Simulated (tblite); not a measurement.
Compound: BH₉O₂Si₃.
Cartesian coordinates in Å at the GFN2-xTB level; atoms count from 1:
```
atom  x, y, z in Å
B1     2.4492    0.9423   -0.0916
Si2    1.6514   -0.6217    0.7684
O3     0.5253   -1.3376   -0.1880
Si4   -0.8455   -1.2068   -1.0215
O5    -1.8306   -0.1133   -0.3425
Si6   -2.1335    0.9727    0.8154
H7     3.3434    1.5115    0.4041
H8     2.0695    1.3556   -1.1183
H9     0.9677   -0.3318    2.0473
H10    2.5306   -1.7764    1.0276
H11   -1.5036   -2.4995   -0.9332
H12   -0.5486   -0.6925   -2.3525
H13   -2.2466    0.2849    2.1014
H14   -1.0384    1.9481    0.8556
H15   -3.3947    1.5726    0.3870
```

All values are computed: GFN2-xTB (tblite) harmonic vibrations without scaling, gas phase. Against measured fundamentals such values can be off by several per cent, at times by over 20. Modes of hydrogen on boron and silicon can be 10 to 20 % off. One conformer, not necessarily the lowest. The optimisation stopped once no atom felt more than 0.01 eV/Å.

Lowest wavenumbers of the output (negative numbers stand for imaginary wavenumbers):
```
mode    cm-1
  1     -21.0
  2      54.5
  3      63.6
  4      76.2
  5      84.5
  6      87.8
  7     110.6
  8     204.7
  9     286.8
 10     354.0
```

**Question.** Is this structure a minimum?

**Answer.** Not by this Hessian. 1 mode is imaginary beyond 20i (21i cm⁻¹), so at this level the point lies at or near a first-order saddle. The curvature is small, so loose convergence or finite differences may be the whole cause.

**Question.** Which atoms move in the imaginary mode?

**Answer.** 21i: B1 (three-coordinate boron) 46 %, Si6 (oxygen-bound silicon) 17 %, H7 (B–H hydrogen) 11 %. These are shares of the mass-weighted motion.

**Question.** What is the remedy?

**Answer.** Step along that mode in both directions, optimise again with tighter thresholds and repeat the frequencies. The zero-point energy of this point (53.5 kcal/mol) counts the 38 real modes alone, and thermal corrections from it aren't those of a minimum.

Hardware: an Arm Neoverse V1 with one thread, shared host. Cost: 0.54 s wall. The figure is for the frequency step alone.
